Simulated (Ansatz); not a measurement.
This geometry of ClH3Sn + FH + FH (9 atoms, charge 0, multiplicity 1) is a first-order saddle point.

Computed with RKS revPBE-D4/def2-SVP (Ansatz 0.2.0).

```xyz
9
Properties=species:S:1:pos:R:3
Sn -1.104 -0.809 -0.064
Cl 1.588 -0.913 0.670
H -0.640 -2.285 -0.826
H -1.409 -0.735 1.629
H -2.484 -0.191 -0.930
H 0.715 1.491 -0.342
F -0.277 1.097 -0.738
H 1.859 0.626 0.453
F 1.751 1.719 0.148
```

**Question.** Which two structures does it join? (They come from a converged band through this point; their orientation in space is the band's.)

**Answer.** Bonds broken: Sn1–Cl2, H6–F7, H8–F9. Bonds formed: Sn1–F7, Cl2–H8, H6–F9. ClH3Sn + FH + FH becomes ClH + FH + FH3Sn.

Initial state:

```xyz
9
Properties=species:S:1:pos:R:3
Sn -0.993 -1.144 -0.061
Cl 1.454 -1.178 -0.150
H -1.271 -2.855 -0.003
H -1.416 -0.399 1.425
H -1.545 -0.477 -1.540
H 0.402 1.890 0.003
F -0.520 1.727 -0.206
H 1.938 0.740 0.197
F 1.950 1.696 0.334
```

Final state:

```xyz
9
Properties=species:S:1:pos:R:3
Sn -1.313 -0.690 -0.191
Cl 2.115 -1.023 0.728
H -0.635 -2.070 -0.952
H -1.095 -0.499 1.501
H -2.924 -0.340 -0.712
H 0.755 1.579 -0.282
F -0.352 0.888 -1.025
H 1.980 0.299 0.611
F 1.469 1.857 0.322
```

**Question.** How far does it lie above each of them?

**Answer.** 12.1 kcal/mol above the first and 6.3 kcal/mol above the second. This is the barrier of this one path; another mechanism may lie lower. The orbitals stay closed-shell, which can raise the energy where a bond breaks towards radicals; this wasn't checked here.

Run time: 93 s on 2 threads of Arm Neoverse V1, on a shared host, peak memory 0.14 GiB.
